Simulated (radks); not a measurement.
Hf XXI, 52 electrons, occupied as [Kr] 4d10 4f6.

Method: non-relativistic Kohn-Sham, LB94 model potential, spin-polarised, spherical densities, point nucleus; open shells are filled with parallel spins first (spin-orbit coupling, left out, can overturn this in heavy ions); relativity is left out, which matters for an element this heavy; computed with a radial shooting solver on a logarithmic mesh with Libxc functionals.

Energy parts (eV):
part                  energy
kinetic            386103.71
electron-nucleus  -889689.55
Hartree            125400.52
(The LB94 potential has no energy functional, so no total or exchange-correlation energy is given.)

Orbitals (lengths in bohr, moments of r in powers of bohr; r(max) is where P^2 peaks):
orbital,occ.,eigenvalue (eV),r(max)
1s down,1,-60941.37,0.01396
1s up,1,-60941.36,0.01396
2s down,1,-10434.04,0.07609
2s up,1,-10433.83,0.07608
2p down,3,-10017.88,0.05908
2p up,3,-10017.73,0.05907
3s up,1,-2801.011,0.2095
3s down,1,-2800.356,0.2095
3p up,3,-2608.117,0.1976
3p down,3,-2607.625,0.1976
3d up,5,-2247.185,0.1561
3d down,5,-2247.066,0.1560
4s up,1,-965.7564,0.4659
4s down,1,-958.7493,0.4663
4p up,3,-884.9717,0.4659
4p down,3,-878.0361,0.4662
4d up,5,-738.0448,0.4588
4d down,5,-731.2664,0.4593
4f up,6,-547.3080,0.4053
4f down,0,-541.1312,0.4047

The highest occupied level is 4f up at -547.31 eV. The density falls to 0.001 e/bohr^3 at r = 1.49 bohr. The spin density at the nucleus is -0.147 e/bohr^3 (1s 0.011, 2s 0.391, 3s -5.274, 4s 4.724). The electron density at the nucleus is 2.669e+05 e/bohr^3.
